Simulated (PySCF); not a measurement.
**Correlation energy of Tl (thallium, neutral)**

[Xe] 4f14 5d10 6s2 6d1, 2D determinant (an excited configuration). Computed with PySCF 2.14 in aug-cc-pwCVTZ-DK3 (11s10p8d5f1g, 125 functions), with scalar relativity by spin-free X2C-1e. Frozen: [Kr] 4d10 4f14; 21 electrons correlated.

MP2 pair energies summed by pair of shells (mhartree):

```json
{"pair": "5d-5d", "energy": "-291.88", "share (%)": "45.1"}
{"pair": "5p-5d", "energy": "-125.81", "share (%)": "19.5"}
{"pair": "5d-6s", "energy": "-111.57", "share (%)": "17.3"}
{"pair": "5p-5p", "energy": "-34.90", "share (%)": "5.4"}
{"pair": "5s-5d", "energy": "-21.19", "share (%)": "3.3"}
{"pair": "6s-6s", "energy": "-20.76", "share (%)": "3.2"}
{"pair": "5s-5p", "energy": "-16.72", "share (%)": "2.6"}
{"pair": "5p-6s", "energy": "-12.36", "share (%)": "1.9"}
{"pair": "6s-6d", "energy": "-4.55", "share (%)": "0.7"}
{"pair": "5s-5s", "energy": "-2.88", "share (%)": "0.4"}
{"pair": "5d-6d", "energy": "-2.87", "share (%)": "0.4"}
{"pair": "5s-6s", "energy": "-1.03", "share (%)": "0.2"}
{"pair": "5p-6d", "energy": "-0.10", "share (%)": "0.0"}
{"pair": "5s-6d", "energy": "-0.01", "share (%)": "0.0"}
```

Total MP2 correlation energy: -646.64 mhartree.

Same-spin part -219.03 and opposite-spin part -427.60 mhartree; SCS-MP2 scales them by 1/3 and 6/5 to -586.14 mhartree.
